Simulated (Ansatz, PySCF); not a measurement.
Stretching the Pb1–H2 bond in BrHPb (SMILES [Br][PbH]) (multiplicity 1 held, fragments rigid). Energies count from the point at 1.861 Å.
Geometry at that point (charge 0, multiplicity 1):
```tsv
atom	x (Å)	y (Å)	z (Å)
Pb	-0.4437	-0.3661	0.5314
H	-1.6410	-0.9649	-0.7610
Br	1.0864	0.8854	-1.2232
```

R- and RO- levels are restricted; in cc, def2 and unpolarised 6-31G sets they are followed outwards from rest. U- levels take the lowest unrestricted solution at each point, which mixes spins at long bonds. Active spaces are followed from a long bond inwards. Left out are points that failed, MP2 points that dive below the minimum, coupled-cluster points behind a jump of the amplitudes or a sharp parting from full CI or MRCI, small-basis points behind a change of solution, and semi-empirical points at long bonds. Levels need not reach the same state.

Cores are frozen in the correlated methods. Filled d and f shells under p-block atoms count as core. Rows in LANL2DZ carry no dispersion term and start afresh at each structure. LANL2DZ brings its own core potentials from Na on.

The values were computed with Ansatz (an electronic-structure program); PySCF for LANL2DZ rows.  In def2 rows elements past Kr take small-core potentials, without spin–orbit coupling.

Energies in eV.

```tsv
R (Å)	U-HF/LANL2DZ	U-PBE/def2-TZVPP	R-wB97X-V/def2-TZVPP	U-wB97X-V/def2-TZVPP	FIC-MRCISD on CASSCF(2,2)/def2-TZVPP	FIC-MRCISD+Q on CASSCF(2,2)/def2-TZVPP
1.489	0.82	1.10	0.99	0.99	1.12	1.11
1.675	0.10	0.22	0.16	0.16	0.21	0.21
1.861	0.00	0.00	0.00	0.00	0.00	0.00
2.047	0.23	0.11	0.18	0.18	0.13	0.13
2.233	0.63	0.37	0.52	0.52	0.41	0.42
2.512	1.12	0.88	1.14	1.14	0.93	0.94
2.791	1.38	1.38	1.78	1.77	1.42	1.44
3.256	1.57	2.07	2.72	2.35	2.02	2.05
3.721	1.63	2.39	3.48	2.55	2.33	2.36
4.280	1.65	2.53	4.17	2.62	2.46	2.50
5.024	left out	2.56	4.81	2.64	2.51	2.55
5.954	left out	2.56	5.30	2.64	2.52	2.56
```

Doubts at one or more of the structures used: a spin-contaminated determinant (U-HF/LANL2DZ, U-PBE/def2-TZVPP, U-wB97X-V/def2-TZVPP); a restricted determinant that unrestricted orbitals would lower (R-wB97X-V/def2-TZVPP).
